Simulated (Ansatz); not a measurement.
Start from `FBCF` and change one atom or group to get `C[SiH2]C(F)BF`.

Ansatz, PBE0-D4/def2-TZVP geometries, multiplicity 1. Each molecule was computed in one conformer, which needn't be the lowest.

```tsv
property	`FBCF`
HOMO–LUMO gap (B3LYP/def2-TZVPP) / eV	7.63
HOMO energy (B3LYP/def2-TZVPP) / eV	-8.76
HOMO energy (PBE/def2-TZVPP) / eV	-7.30
HOMO energy (PBE0/def2-TZVPP) / eV	-8.96
LUMO energy (B3LYP/def2-TZVPP) / eV	-1.13
HOMO–LUMO gap (ωB97M-V/def2-TZVPP) / eV	12.48
```

(1) Give the same properties after the change, and the shifts. (Estimate.)

Answers

(1) The calculation gave: 
```tsv
property	`C[SiH2]C(F)BF`	shift
HOMO–LUMO gap (B3LYP/def2-TZVPP) / eV	6.90	-0.73
HOMO energy (B3LYP/def2-TZVPP) / eV	-8.10	0.66
HOMO energy (PBE/def2-TZVPP) / eV	-6.84	0.46
HOMO energy (PBE0/def2-TZVPP) / eV	-8.31	0.65
LUMO energy (B3LYP/def2-TZVPP) / eV	-1.20	-0.07
HOMO–LUMO gap (ωB97M-V/def2-TZVPP) / eV	11.56	-0.92
```

With PBE0 the HOMO rises by 0.65 eV and the LUMO falls by 0.10 eV, so the gap narrows by about 0.75 eV. PBE moves the HOMO by 0.46 eV and ωB97M-V by 0.76 eV.

B3LYP here is the variant with VWN-RPA as its local correlation; programs differ in this.
